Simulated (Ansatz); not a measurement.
H4PSi (SMILES [SiH3][PH]), doublet, geometry from GFN2-xTB; CCSD(T)/def2-SVP in Ansatz (a quantum-chemistry and plane-wave program).

Here is a job for Ansatz.
Ansatz 0.2 input:
```yaml
crystal:
  periodic: [false, false, false]
  atoms:
    - {symbol: Si, position_ang: [-0.97872011, -0.33820566, 0.07300160]}
    - {symbol: P, position_ang: [1.08651768, 0.46699887, -0.09994921]}
    - {symbol: H, position_ang: [-1.19912428, -0.90647755, 1.40533045]}
    - {symbol: H, position_ang: [-1.89321088, 0.77756588, -0.15450586]}
    - {symbol: H, position_ang: [-1.20661833, -1.38753052, -0.92378867]}
    - {symbol: H, position_ang: [1.70326986, -0.75366158, 0.15017985]}
basis:
  gaussian:
    orbitals: def2-SVP
magnetization: {spin_polarized: true, initial_magnetization: 1}
correlation: {method: ccsd_t, electrons: outside_noble_gas}
accuracy: high
```

Q: Write the output that Ansatz gives for this input, abridged.

A: 
```
Functional definition: HF
1151 factors; integrals over basis functions are off by at most 3.8e-9 eV
mean field evaluation 1: about -17190.4733 eV, gradient 8.8e0 eV
mean field evaluation 2: about -17190.4779 eV, gradient 8.8e0 eV
mean field evaluation 4: about -17191.4590 eV, gradient 6.9e-1 eV
mean field evaluation 8: about -17191.4664 eV, gradient 3.7e-2 eV
mean field evaluation 16: about -17191.3381 eV, gradient 2.8e0 eV
mean field evaluation 32: about -17189.2946 eV, gradient 1.5e-3 eV
mean field -17191.46646891 eV, -631.7747399378 hartree, gradient 1.3e-8 eV, S^2 0.762116; 1 other end points of the search recorded, 0 dependent functions left out
determinant -17191.46646891 eV, -631.7747399378 hartree, with singles and doubles -17198.18200614 eV, -632.0215313793 hartree
determinant -17189.29455486 eV, -631.6949235689 hartree, with singles and doubles -17196.02943888 eV, -631.9424259915 hartree
10 core orbitals not correlated
reference -17191.46646891 eV, -631.7747399378 hartree; 7, 6 occupied and 39, 40 virtual orbitals, 1151 factors
second order -5.51249833 eV of doubles, -0.00000000 eV of singles
cycle   1  -6.71556095 eV  change   -2.4e-5 eV  update   3.2e-4
cycle   2  -6.71560179 eV  change   -4.1e-5 eV  update   2.0e-4
cycle   3  -6.71557898 eV  change    2.3e-5 eV  update   6.1e-5
cycle   4  -6.71557521 eV  change    3.8e-6 eV  update   2.2e-5
cycle   5  -6.71559731 eV  change   -2.2e-5 eV  update   5.0e-6
cycle   6  -6.71560507 eV  change   -7.8e-6 eV  update   1.7e-6
cycle   7  -6.71560435 eV  change    7.2e-7 eV  update   5.6e-7
cycle   8  -6.71560364 eV  change    7.0e-7 eV  update   1.9e-7
cycle   9  -6.71560353 eV  change    1.1e-7 eV  update   7.3e-8
cycle  10  -6.71560355 eV  change   -1.9e-8 eV  update   3.6e-8
cycle  11  -6.71560357 eV  change   -1.9e-8 eV  update   2.3e-8
cycle  12  -6.71560340 eV  change    1.7e-7 eV  update   7.9e-8
cycle  13  -6.71560336 eV  change    3.8e-8 eV  update   2.2e-8
cycle  14  -6.71560336 eV  change   4.8e-10 eV  update   5.3e-9
cycle  15  -6.71560336 eV  change  -2.5e-10 eV  update   1.9e-9
cycle  16  -6.71560336 eV  change   1.0e-10 eV  update  6.0e-10
perturbative correction -0.16732765 eV, -0.0061491779 hartree
Total energy: -17198.34939992 eV, -632.0276829872 hartree
```
